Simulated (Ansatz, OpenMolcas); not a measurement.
**OpenMolcas → Ansatz**

OpenMolcas 26.06 runs this on SiHCl2O (SMILES [O][SiH](Cl)Cl):

mol.input:
```
>>> EXPORT MOLCAS_PRINT=2

&GATEWAY
 BasLib=$CurrDir
 Coord
 5
 angstrom
 O        0.092100      -0.719000       1.517100
 Si       0.084300      -0.040000       0.014900
 Cl      -0.523700       1.894600       0.060800
 Cl      -1.112100      -1.056100      -1.269800
 H        1.509200      -0.153100      -0.364300
 Basis=6-311pGss
 Group=NoSym

&SEWARD

&SCF
 UHF
 Spin=2
 Thresholds=1e-10 1e-07 1e-07 1e-05
 PrOrbitals=1 2

&ALASKA
```

```bash
$ export MOLCAS_MEM=1860
$ pymolcas mol.input > mol.log
```

(Basis files named in the input come from the Basis Set Exchange and aren't shown.)

The coordinates come from a PBE0-D4/def2-TZVP relaxation.

It gives a total energy of -1283.508609 Eh.

Q: Translate the job to Ansatz 0.2.0 as an input file of the program's own, asking for the energy.

A: For example:

input.yaml:
```yaml
crystal:
  periodic: [false, false, false]
  atoms:
    - {symbol: O, position_ang: [0.092100, -0.719000, 1.517100]}
    - {symbol: Si, position_ang: [0.084300, -0.040000, 0.014900]}
    - {symbol: Cl, position_ang: [-0.523700, 1.894600, 0.060800]}
    - {symbol: Cl, position_ang: [-1.112100, -1.056100, -1.269800]}
    - {symbol: H, position_ang: [1.509200, -0.153100, -0.364300]}
basis:
  gaussian: {orbitals: 6-311+G_st__st_-spherical.json}
magnetization: {spin_polarized: true, initial_magnetization: 1}
hamiltonian: {xc: hf}
accuracy: high
output: {orbitals: {seedname: orbitals}}
```

```bash
$ ansatz run input.yaml --threads 1 --pin off --max-ram 3480MiB --events-out events.jsonl --progress --plain --runs-dir runs
```

(Basis files named in the input come from the Basis Set Exchange and aren't shown.)

Its energy is -1283.508609 Eh, the same as the first but for the last digit, at most.
